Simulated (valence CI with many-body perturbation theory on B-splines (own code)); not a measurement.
# Cr XX: electric-dipole lines

Calculated by relativistic CI+MBPT: three valence electrons over a frozen Dirac-Fock core [He], radial functions for each j: 11 s, 11 p, 9 d, 7 f, 5 g, 2 h, 1 i, with the one-electron correlation potential Σ1 (screened to all orders), the two-electron term Σ2, the three-electron term Σ3, Breit, model QED; selected single and double excitations, second order for the rest (own B-spline code, finite nucleus).

No measured spectrum was set against this ion. As an estimate, levels of excited configurations hold to 0.05 to 0.15 % of their energy, terms of the ground configuration to about 0.5 %.

Lines 1 to 50 of 255 in falling wavelength, among levels below 982.33 eV, chosen from the strongest by gf and those to the six lowest levels. Wavelengths and rates use the calculated energies, so an error of 600 cm⁻¹ moves a line at 79.09 nm by 0.47 % and its rate by three times that or more. Electric multipoles are in the length gauge, E1 and E2 with the static RPA response of the core. Weak lines are less certain than strong ones. Lines between different terms over intervals too small for the method are left out, as are lines whose strength nearly cancels. The highest levels of a list are the least certain.

Names give the largest LS component (configuration and term), which can be under half, so a name can repeat, a term be missing and a line seem to break the LS rules; names also repeat where a configuration has a term twice. Letters in brackets count levels of one name in rising energy.

| λ vac (nm) | Upper | Lower | A (s⁻¹) | S (a.u.) with core polarisation | S without |
| --- | --- | --- | --- | --- | --- |
| 79.09 | 2s 2p 3d 4D°_7/2 | 2s 2p 3p 4P_5/2 | 2.13e+08 | 4.15e-01 | 4.15e-01 |
| 77.62 | 2s 2p 3d 4F°_9/2 | 2s 2p 3p 4D_7/2 | 3.94e+08 | 9.10e-01 | 9.10e-01 |
| 74.47 | 2s 2p 3d 4F°_7/2 | 2s 2p 3p 4D_5/2 | 4.23e+08 | 6.89e-01 | 6.89e-01 |
| 72.32 | 2s 2p 3d 2F°_7/2 [b] | 2s 2p 3p 2D_5/2 [b] | 4.14e+08 | 6.18e-01 | 6.18e-01 |
| 71.98 | 2p2 3p 4P°_5/2 | 2p2 3s 4P_5/2 | 4.17e+08 | 4.61e-01 | 4.61e-01 |
| 71.02 | 2s 2p 3p 4D_3/2 | 2s 2p 3s 4P°_3/2 | 3.43e+08 | 2.43e-01 | 2.43e-01 |
| 67.55 | 2s 2p 3d 4F°_5/2 | 2s 2p 3p 4D_3/2 | 4.18e+08 | 3.82e-01 | 3.82e-01 |
| 65.88 | 2p2 3p 4D°_3/2 | 2p2 3s 4P_1/2 | 6.03e+08 | 3.40e-01 | 3.41e-01 |
| 65.37 | 2p2 3p 4D°_7/2 | 2p2 3s 4P_5/2 | 9.24e+08 | 1.02e+00 | 1.02e+00 |
| 65.29 | 2s 2p 3d 2F°_5/2 [b] | 2s 2p 3p 2D_3/2 | 3.93e+08 | 3.24e-01 | 3.24e-01 |
| 65.14 | 2s 2p 3d 2D°_5/2 [b] | 2s 2p 3p 2P_3/2 [b] | 4.10e+08 | 3.35e-01 | 3.35e-01 |
| 65.10 | 2p2 3p 4D°_5/2 | 2p2 3s 4P_3/2 | 8.30e+08 | 6.78e-01 | 6.79e-01 |
| 64.99 | 2s 2p 3d 4F°_3/2 | 2s 2p 3p 4D_1/2 | 4.66e+08 | 2.52e-01 | 2.52e-01 |
| 64.24 | 2s 2p 3d 4P°_5/2 [a] | 2s 2p 3p 2P_3/2 [a] | 4.42e+08 | 3.47e-01 | 3.47e-01 |
| 63.99 | 2s2 3d 2D_5/2 | 2s2 3p 2P°_3/2 | 6.26e+08 | 4.86e-01 | 4.86e-01 |
| 63.90 | 2s 2p 3d 4D°_7/2 | 2s 2p 3p 4D_7/2 | 2.01e+08 | 2.07e-01 | 2.07e-01 |
| 63.39 | 2s 2p 3d 2D°_5/2 [a] | 2s 2p 3p 4S_3/2 [a] | 4.16e+08 | 3.14e-01 | 3.14e-01 |
| 61.94 | 2s 2p 3p 2D_3/2 | 2s 2p 3s 2P°_3/2 [b] | 4.62e+08 | 2.17e-01 | 2.17e-01 |
| 61.49 | 2s2 3p 2P°_1/2 | 2s2 3s 2S_1/2 | 8.68e+08 | 1.99e-01 | 1.99e-01 |
| 59.27 | 2s 2p 3p 2D_5/2 [a] | 2s 2p 3s 2P°_3/2 [a] | 8.52e+08 | 5.25e-01 | 5.26e-01 |
| 58.38 | 2s 2p 3p 4D_7/2 | 2s 2p 3s 4P°_5/2 | 1.12e+09 | 8.82e-01 | 8.82e-01 |
| 57.92 | 2s2 3d 2D_3/2 | 2s2 3p 2P°_1/2 | 6.90e+08 | 2.65e-01 | 2.65e-01 |
| 57.33 | 2s 2p 3p 2D_5/2 [b] | 2s 2p 3s 2P°_3/2 [b] | 7.78e+08 | 4.34e-01 | 4.34e-01 |
| 56.91 | 2s 2p 3d 2F°_5/2 [a] | 2s 2p 3p 4S_3/2 [b] | 3.97e+08 | 2.17e-01 | 2.17e-01 |
| 56.50 | 2s 2p 3p 4D_5/2 | 2s 2p 3s 4P°_3/2 | 1.11e+09 | 5.92e-01 | 5.93e-01 |
| 55.33 | 2s 2p 3d 2F°_7/2 [a] | 2s 2p 3p 2D_5/2 [a] | 9.74e+08 | 6.52e-01 | 6.52e-01 |
| 54.13 | 2s 2p 3p 2P_3/2 [b] | 2s 2p 3s 2P°_1/2 [b] | 6.69e+08 | 2.09e-01 | 2.09e-01 |
| 53.94 | 2s 2p 3d 2D°_3/2 [a] | 2s 2p 3p 2P_1/2 [a] | 6.36e+08 | 1.97e-01 | 1.97e-01 |
| 53.81 | 2s2 3p 2P°_3/2 | 2s2 3s 2S_1/2 | 1.28e+09 | 3.95e-01 | 3.95e-01 |
| 53.46 | 2s 2p 3p 4P_3/2 | 2s 2p 3s 4P°_5/2 | 5.57e+08 | 1.68e-01 | 1.68e-01 |
| 53.30 | 2s 2p 3d 2F°_5/2 [a] | 2s 2p 3p 4P_3/2 | 4.94e+08 | 2.21e-01 | 2.21e-01 |
| 51.80 | 2s 2p 3p 2P_3/2 [a] | 2s 2p 3s 4P°_1/2 | 8.97e+08 | 2.46e-01 | 2.46e-01 |
| 50.26 | 2s 2p 3p 4S_3/2 [b] | 2s 2p 3s 4P°_5/2 | 1.04e+09 | 2.62e-01 | 2.62e-01 |
| 50.12 | 2s 2p 3p 2S_1/2 [a] | 2s 2p 3s 2P°_3/2 [a] | 1.49e+09 | 1.85e-01 | 1.85e-01 |
| 49.66 | 2s 2p 3p 4P_5/2 | 2s 2p 3s 4P°_5/2 | 1.40e+09 | 5.10e-01 | 5.10e-01 |
| 48.60 | 2s 2p 3p 4P_1/2 | 2s 2p 3s 4P°_3/2 | 1.82e+09 | 2.06e-01 | 2.06e-01 |
| 46.90 | 2s 2p 3p 4S_3/2 [a] | 2s 2p 3s 4P°_3/2 | 8.30e+08 | 1.69e-01 | 1.69e-01 |
| 25.86 | 2p3 2D°_5/2 | 2s 2p2 2P_3/2 | 2.75e+09 | 1.41e-01 | 1.41e-01 |
| 23.58 | 2p2 3s 2D_5/2 | 2s 2p 3s 2P°_3/2 [b] | 4.95e+09 | 1.92e-01 | 1.93e-01 |
| 21.31 | 2p3 2D°_3/2 | 2s 2p2 2P_1/2 | 4.38e+09 | 8.36e-02 | 8.40e-02 |
| 19.17 | 2p2 3p 4P°_5/2 | 2s 2p 3p 4P_5/2 | 4.11e+09 | 8.57e-02 | 8.61e-02 |
| 18.81 | 2p2 3p 4D°_5/2 | 2s 2p 3p 4D_7/2 | 3.22e+09 | 6.33e-02 | 6.36e-02 |
| 18.78 | 2p3 2P°_1/2 | 2s 2p2 2S_1/2 | 9.81e+09 | 6.41e-02 | 6.44e-02 |
| 18.29 | 2p2 3p 4D°_3/2 | 2s 2p 3p 4D_5/2 | 5.51e+09 | 6.65e-02 | 6.68e-02 |
| 18.20 | 2p2 3s 4P_3/2 | 2s 2p 3s 4P°_5/2 | 4.89e+09 | 5.83e-02 | 5.85e-02 |
| 18.09 | 2p3 2P°_3/2 | 2s 2p2 2P_3/2 | 1.42e+10 | 1.66e-01 | 1.67e-01 |
| 17.68 | 2p2 3p 4D°_7/2 | 2s 2p 3p 4D_7/2 | 7.82e+09 | 1.70e-01 | 1.71e-01 |
| 17.54 | 2s 2p2 2D_5/2 | 2s2 2p 2P°_3/2 | 5.02e+09 | 8.01e-02 | 8.05e-02 |
| 17.53 | 2p2 3s 2P_3/2 | 2s 2p 3s 2P°_3/2 [a] | 9.04e+09 | 9.62e-02 | 9.65e-02 |
| 17.17 | 2p2 3p 4D°_5/2 | 2s 2p 3p 4D_5/2 | 3.75e+09 | 5.62e-02 | 5.64e-02 |
